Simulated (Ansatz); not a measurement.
AlH₈NO₂Si₂ (`[NH2][Al]([O][SiH3])[O][SiH3]`). Charge 0, multiplicity 1.

```xyz
14

N     1.6547   -1.1290    1.8508
Al    0.5910   -0.4030    0.6632
O     0.9442    1.1197    0.0509
Si    0.8772    2.5023   -0.7945
O    -0.7720   -1.2357    0.1468
Si   -2.1427   -1.6391   -0.6209
H     2.4884   -0.6956    2.2094
H     1.5133   -2.0341    2.2658
H     0.8351    3.6632    0.1345
H    -0.3353    2.5395   -1.6573
H     2.0803    2.6264   -1.6604
H    -1.8961   -2.7907   -1.5296
H    -3.1829   -2.0258    0.3694
H    -2.6552   -0.4981   -1.4280
```

Give the diagnostics of a CCSD(T)/def2-TZVPP run (frozen core, the Gaussian-basis code of Ansatz). (Estimate.)

Computed: T1 = 0.0114, largest single amplitude 0.021, largest double 0.034, (T) share of the correlation energy 3.3 %, 8 CCSD cycles. The RHF solution is stable towards an unrestricted one. T1 lies under the customary mark of 0.02 for closed shells.
